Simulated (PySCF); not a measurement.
C₃H₈OSi₂, SMILES CO[Si@@H]1C=C[SiH2]1. Atoms are numbered in the order given.

```xyz
14

C      2.9663    -0.4385     0.2652
O      1.7482     0.2689     0.2361
Si     0.2268    -0.3903     0.4199
C     -0.7057    -0.9457    -1.1292
C     -1.8226    -0.1709    -1.1358
Si    -1.6271     1.0372     0.3178
H      3.7854     0.2687     0.4714
H      3.1739    -0.9292    -0.7037
H      2.9769    -1.2166     1.0523
H      0.3255    -1.4627     1.4630
H     -0.5151    -1.7243    -1.8805
H     -2.6271    -0.2843    -1.8752
H     -2.7134     1.0121     1.3451
H     -1.4153     2.4579    -0.0907
```

Geometry optimised at B3LYP-D3(BJ)/def2-SVP. The structure was generated by enumeration; whether it is a known compound was not checked. One conformer was computed; it need not be the lowest.

Level of theory: PBE/pcSseg-1 (PySCF).

GIAO shieldings, no solvent; atoms listed in one row are averaged. δ = σ(ref) − σ: ¹³C against TMS (σ = 182.0 ppm); ¹⁷O against H2O (σ = 334.3 ppm); ²⁹Si against TMS (σ = 335.4 ppm); ¹H against TMS (σ = 31.49 ppm), references at their B3LYP-D3(BJ)/def2-TZVP geometries, non-relativistic.

Computed chemical shifts:
```tsv
nucleus	atoms	count	δ (ppm)
¹³C	C4	1	180.5
¹³C	C5	1	169.1
¹³C	C1	1	61.0
¹⁷O	O2	1	41.9
²⁹Si	Si3	1	5.1
²⁹Si	Si6	1	-39.4
¹H	H11	1	8.00
¹H	H12	1	7.97
¹H	H10	1	6.03
¹H	H13	1	5.22
¹H	H14	1	5.12
¹H	H7, H8, H9	3	4.16
```
